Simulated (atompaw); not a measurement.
**Building the PAW (atompaw) potential for C (Z = 6) (PBE, scalar-relativistic).**

atompaw 4.2.0.5 was run on this input:

```
C 6
GGA-PBE scalarrelativistic loggrid 1500 logderivrange -3 5 201
2 2 0 0 0 0
2 1 2
0 0 0
c
v
v
1
3.00 2.80 2.90 1.55
y
-0.35
n
y
1.65
n
custom polynom2 7 10 vanderbiltortho besselshape
2 0 troulliermartins
3.00
1.30
3.00
3.00
PWSCFOUT
UPFDX 0.0125d0 UPFXMIN -7.d0 UPFZMESH 6.d0
END
```

Command:

```bash
atompaw < C.input > C.log
```

The program printed (summary file):

```
Completed calculations for C (AE)

 Exchange-correlation type: GGA, Perdew-Burke-Ernzerhof

 Radial integration grid is logarithmic
 r0 =   1.2320561E-03 h =   7.3923368E-03   n =      1500 rmax =   8.0000000E+01

 Scalar relativistic calculation

 AEatom converged in  29 iterations
   nz     =   6.00
   delta  =       9.256995764315E-17

 All Electron Orbital energies:
  n  l      occupancy      energy
  1  0      2.0000000E+00 -2.0093082E+01
  2  0      2.0000000E+00 -1.0106695E+00
  2  1      2.0000000E+00 -3.8847583E-01

 Total energy
   Total                    :      -75.52962648694728

 ---
 Completed calculations for C (SC)

 Exchange-correlation type: GGA, Perdew-Burke-Ernzerhof

 Radial integration grid is logarithmic
 r0 =   1.2320561E-03 h =   7.3923368E-03   n =      1500 rmax =   8.0000000E+01

 Scalar relativistic calculation

 SCatom converged in   1 iterations
   nz     =   6.00
   delta  =       2.165537914035E-17

 Valence Electron Orbital energies:
  n  l      occupancy      energy
   2  0      2.0000000E+00 -1.0106695E+00
   2  1      2.0000000E+00 -3.8847583E-01

 Total energy
   Total                    :      -75.52962648798844
   Valence                  :      -17.76542050414089

 PAW parameters:
       lmax =            1
         rc =    3.0024668247244426
        irc =         1056
   rc_shape =    2.8091303864376784
    rc_vloc =    2.9149496982034768
    rc_core =    1.5544693562148060
   Vloc: Norm-conserving Troullier-Martins with l= 2;e=   0.0000E+00
   Projector type: improved polynomial pseudization + Vanderbilt ortho.
   Bessel compensation charge shape zeroed at   2.8091E+00

 Number of basis functions     4
 No.   n  nodes  l      Energy         Cp coeff         Occ
  1    2    1    0   -0.1010670E+01 -0.4424303E+01  0.2000000E+01
  2  999    2    0   -0.3500000E+00  0.1927532E+01  0.0000000E+00
  3    2    0    1   -0.3884758E+00  0.3229914E+02  0.2000000E+01
  4  999    1    1    0.1650000E+01 -0.3815102E+01  0.0000000E+00

 Eigenvalues of overlap operator (in the basis of projectors):
    1        2.96159203E-01
    2        7.42037223E-01
    3        3.21311646E+01
    4        2.64273077E+05

 Orbital leakage outside PAW augmentation regions
   orb  is_core?  %out_of_sphere
   1 0    T           0.00
   2 0    F           4.30
   2 1    F          11.57

 Summary of PAW energies
   Total valence energy     :    -17.76543160251792
   Smooth energy            :      0.40331987025378
   One center               :    -18.16875147277170
   Smooth kinetic           :      0.88674014841263
   Vloc energy              :     -0.30319547752541
   Smooth exch-corr         :     -0.49718662853180
   One-center xc            :     -9.65850508930573
```

The run took about 1.2 s on one core of a shared server CPU.
